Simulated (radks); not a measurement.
Species: Ar I. Configuration: [Ne] 3s2 3p5 7d1 (not the ground configuration). Calculated with a radial shooting solver on a logarithmic mesh with Libxc functionals: non-relativistic Kohn-Sham, r2SCAN, spin-polarised, spherical densities, point nucleus; open shells are filled with parallel spins first; meta-GGA in the generalised Kohn-Sham scheme.

Normalised radial functions P(r) = r R(r), r in bohr:

r,2p down
0.003332,0.0020
0.005604,0.0055
0.009427,0.0150
0.01598,0.0408
0.02688,0.1047
0.04522,0.2528
0.07606,0.5509
0.129,1.0311
0.2169,1.4934
0.3649,1.4849
0.6186,0.8241
1.041,0.1941
1.75,0.0128
2.944,0.0001
4.992,0.0000
8.396,0.0000
14.12,0.0000
23.95,0.0000
40.28,0.0000
67.75,0.0000
114,0.0000

2p down: eigenvalue -246.20 eV, 0 radial nodes, <r> = 0.377 bohr, 90 % of the charge inside 0.623 bohr.
